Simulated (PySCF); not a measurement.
CH3ClF2OSi, SMILES C(O)[Si](F)(F)Cl. The structure is a stationary point at B3LYP-D3(BJ)/def2-SVP. This is a generated structure with no PubChem entry under its InChIKey; it may be hypothetical. The values are those of a single conformer.

Question: Give the equilibrium geometry at B3LYP-D3(BJ)/def2-SVP (PySCF confirms it by a frequency run) as Cartesian coordinates in Å. (Estimate from the structure and the level; the computed values follow.)

Answer: One answer among several that fit: 
```xyz
9

O     -2.3642     0.1618     0.1733
C     -1.4574    -0.8583    -0.2025
Si     0.3148    -0.3569     0.1253
F      0.6761    -0.3217     1.6933
F      1.3590    -1.3697    -0.5694
Cl     0.6083     1.5313    -0.6381
H     -2.1490     0.9595    -0.3309
H     -1.5632    -1.1682    -1.2630
H     -1.6935    -1.7501     0.4022
```
